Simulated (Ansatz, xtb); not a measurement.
**Ranking isomers of C4H4N2O2S**

7 gas-phase structures of C4H4N2O2S, from a drawn sample of its isomers (lower ones may exist). Each was relaxed with GFN2-xTB; where two conformers were screened, the lower at r2SCAN-D4/def2-SVP is listed:

A. `COC(=O)c1cnns1`, a singlet
B. `COC(=O)c1cnsn1`, a singlet
C. `COC(=O)c1nncs1`, a singlet
D. `COC(=O)c1ncsn1`, a singlet
E. `COC(=O)c1ncns1`, a singlet
F. `Cc1nc(C(=O)O)ns1`, a singlet
G. `CC(=O)Oc1ncns1`, a singlet

Q: Which do you expect lowest at r2SCAN-D4/def2-SVP, and how would the others follow?

A: Calculated order at r2SCAN-D4/def2-SVP: F (0.0), G (34.2), E (53.8), D (64.6), B (76.6), C (111.7), A (133.9) kJ/mol.

Energies above the lowest of each column, in kJ/mol; the last columns are at B3LYP-D3(BJ)/def2-SVP geometries and were run for some of them only (a dash: not run or not comparable):

```tsv
structure	GFN2-xTB	HF/STO-3G	r2SCAN-D4/def2-SVP	B3LYP-D3(BJ)/def2-SVP	CCSD(T)/def2-SVP + ΔMP2/def2-TZVPP
F	18.3	5.8	0.0	0.0	0.0
G	0.0	0.0	34.2	27.8	33.5
E	48.1	24.2	53.8	50.9	–
D	57.4	23.1	64.6	61.3	–
B	59.1	41.3	76.6	71.2	–
C	106.1	55.8	111.7	–	–
A	114.1	76.7	133.9	–	–
```

CCSD(T)/def2-SVP + ΔMP2/def2-TZVPP puts F lowest of those it was run on; GFN2-xTB picks G, HF/STO-3G picks G. Some further structures that were screened fall inside this span and aren't listed. Flexible structures stand in one conformer each, not always the lowest. Frequencies (GFN2-xTB) were run for F, G alone. ΔMP2 is the change of the MP2 energy from the smaller to the larger basis.

Over these structures GFN2-xTB departs from r2SCAN-D4/def2-SVP by 11.6 kJ/mol on average once a common shift is removed. A GFN2-xTB relaxation took about 0.079 s and the r2SCAN-D4/def2-SVP energy about 2.2 s on a shared host (Ansatz 0.2.0, xtb 6.7.1).
